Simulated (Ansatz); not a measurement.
Frontier orbitals of C3H9BF2Si (`C[Si](C)(C)B(F)F`).

The species carries charge 0 and has multiplicity 1. All single points use the PBE0-D4/def2-TZVP geometry. It is one conformer, not always the lowest. Basis def2-TZVPP, Ansatz.

| functional | HOMO (eV) | LUMO (eV) | gap (eV) |
| --- | --- | --- | --- |
| PBE | -6.77 | -1.65 | 5.12 |
| PBE0 | -8.12 | -0.70 | 7.42 |
| r2SCANh | -7.56 | -1.03 | 6.53 |
| r2SCAN0 | -8.31 | -0.53 | 7.78 |
| HSE06 (plane-wave form) | -7.72 | -1.08 | 6.64 |
| BHLYP | -9.44 | 0.29 | 9.73 |
| LC-ωPBE | -10.83 | 1.65 | 12.48 |
| ωB97M-V | -10.31 | 1.26 | 11.57 |

From PBE to PBE0 the HOMO moves by −1.35 eV and the LUMO by +0.95 eV, and with ωB97M-V by −3.53 and +2.90 eV, so the gap grows from 5.13 to 11.56 eV with exact exchange. A positive LUMO is unbound and depends on the basis.

LC-ωPBE has ω = 0.4 bohr⁻¹.
